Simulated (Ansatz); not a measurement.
Relaxation of the cluster Ba₅⁺ with UKS PBE/def2-SVP.

```sh
$ ansatz run in.yaml --threads 4 --pin off --events-out ev --progress --plain --max-ram 4787MiB
```

```yaml
crystal:
  periodic: [false, false, false]
  atoms:
    - {symbol: Ba, position_ang: [1.789230, -1.280030, -1.239010]}
    - {symbol: Ba, position_ang: [1.898250, 0.359600, 2.677160]}
    - {symbol: Ba, position_ang: [0.035780, 2.563160, -0.318930]}
    - {symbol: Ba, position_ang: [-1.618290, -1.454360, 1.372090]}
    - {symbol: Ba, position_ang: [-2.104960, -0.188370, -2.491310]}
basis:
  gaussian: {orbitals: def2-SVP}
total_charge: 1
magnetization: {spin_polarized: true, initial_magnetization: 1}
hamiltonian: {xc: pbe}
scf: {lower_state_search: "off"}
output: {orbitals: {seedname: orbitals}}
relax: {f_tol: 0.02, max_steps: 100}
```

It took 61 s on 4 threads of Intel Xeon on a shared host.

Positions (Å) and forces (eV/Å) at steps 1, 2, 4 of 4:

```xyz
5
step=1 energy=-3461.0925 eV
Ba    1.789   -1.280   -1.239    0.283   -0.178   -0.185
Ba    1.898    0.360    2.677    0.302    0.034    0.369
Ba    0.036    2.563   -0.319   -0.044    0.274    0.069
Ba   -1.618   -1.454    1.372   -0.207   -0.064    0.230
Ba   -2.105   -0.188   -2.491   -0.333   -0.066   -0.483
5
step=2 energy=-3461.2041 eV
Ba    1.812   -1.291   -1.255    0.174   -0.114   -0.119
Ba    1.978    0.353    2.741    0.187    0.007    0.212
Ba    0.003    2.565   -0.285   -0.056    0.158    0.051
Ba   -1.641   -1.413    1.394   -0.128   -0.009    0.146
Ba   -2.151   -0.215   -2.596   -0.177   -0.043   -0.290
5
step=4 energy=-3461.2829 eV
Ba    1.840   -1.306   -1.279    0.003   -0.002   -0.001
Ba    2.159    0.300    2.808    0.001    0.000   -0.001
Ba   -0.117    2.584   -0.186   -0.002    0.001    0.003
Ba   -1.718   -1.283    1.460   -0.002    0.002    0.001
Ba   -2.165   -0.296   -2.804    0.000   -0.001   -0.002
```

In the def2 sets Ba takes a core potential; there is no spin–orbit coupling. The structure comes from a short search, and lower isomers may exist.
